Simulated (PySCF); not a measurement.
Electron correlation in C³⁺ (carbon, charge +3)

[He] 2s1, 2S determinant. All numbers are calculated (PySCF 2.14, the spin-free X2C one-electron Hamiltonian (Gaussian nucleus), in an uncontracted even-tempered set (20 s from 0.12 bohr⁻², ratio 2.2; 9 p from 0.23 bohr⁻², ratio 2.4; 6 d from 0.7 bohr⁻², ratio 2.4; 6 f from 1.1 bohr⁻², ratio 2.4; 5 g from 1.6 bohr⁻², ratio 2.4)). Frozen: nothing; 3 electrons correlated; the 13 highest virtual orbitals of each spin left out.

MP2 pair energies summed by pair of shells (mhartree):

```
 pair  energy  share (%)
1s-1s  -41.20       88.4
1s-2s   -5.42       11.6
```

Total MP2 correlation energy: -46.62 mhartree.

Same-spin part -1.34 and opposite-spin part -45.28 mhartree; SCS-MP2 scales them by 1/3 and 6/5 to -54.78 mhartree.
